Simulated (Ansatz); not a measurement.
CClF (SMILES F[C]Cl) moved off its minimum; all values from Ansatz (a quantum-chemistry and plane-wave program), cores frozen in correlated methods.
(charge 0, multiplicity 1)
```xyz
3

F     -1.35218    -0.34570     0.10083
C     -0.62239     0.63676    -0.05983
Cl     0.93823    -0.05646     0.09337
```

Forces at PBE/def2-TZVPP (eV/Å):

| atom | Fx | Fy | Fz |
|---|---|---|---|
| F1 | -3.708 | -2.842 | 0.434 |
| C2 | 1.647 | 2.752 | -0.458 |
| Cl3 | 2.061 | 0.090 | 0.024 |

Task: Give the forces (eV/Å), the total energy and the dipole at CCSD(T)/aug-cc-pV(T+d)Z.

Result: 
```csv
atom,Fx,Fy,Fz
F1,-3.462,-2.577,0.392
C2,1.664,2.402,-0.395
Cl3,1.799,0.175,0.003
```
Energy -597.4095 hartree, dipole 0.83 D.

Doubts at one or more of the structures used: a restricted determinant that unrestricted orbitals would lower (CCSD(T)/aug-cc-pV(T+d)Z).
